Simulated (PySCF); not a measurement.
Computed IR spectrum (relative IR intensity) of a molecule C2H6Se2. Geometry optimised at B3LYP-D3(BJ)/def2-SVP. Other conformers were not sampled. Calculation: PySCF 2.14.0 with B3LYP-D3(BJ)/def2-SVP. Frequencies are harmonic and unscaled.

ν (cm⁻¹): 245 (w), 274 (vw), 286 (w), 540 (w), 729 (m), 746 (m), 973 (m), 1004 (vw), 1068 (vw), 1244 (vs), 1255 (s), 1392 (m), 1439 (w), 1461 (m), 1476 (w), 2357 (vs), 3026 (vs), 3049 (m), 3105 (s), 3114 (w), 3132 (s) (against the strongest line: vs over 80 %, s over 45 %, m over 15 %, w over 4 %, vw less)

Question: Which molecule gave these data?
(A) CC([SeH])[SeH]
(B) CC[Se][SeH]
(C) C[Se][Se]C
(D) [SeH]CC[SeH]

Answer: B, CC[Se][SeH]
